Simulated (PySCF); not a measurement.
A structure optimised at PBE-D3(BJ)/def2-SVP, used in a PySCF frequency run:

```xyz
11

Si     1.7717    -0.6886    -0.1958
F      2.0746     0.5259     0.8728
C      0.2073    -0.2248    -1.1320
Si    -1.1007     0.5301    -0.0392
F     -2.5739     0.3031    -0.7042
F     -1.1080    -0.2756     1.3818
H      1.5818    -1.9622     0.5690
H      2.9516    -0.7883    -1.1176
H     -0.2142    -1.1385    -1.6059
H      0.4480     0.4903    -1.9475
H     -0.9394     1.9863     0.2300
```

Problem. Write its SMILES and formula.

Solution. F[SiH2]C[SiH](F)F, CH₅F₃Si₂

Problem. What are its rotational constants (standard atomic weights)?

Solution. 4.3477, 1.2421, 1.1030 GHz
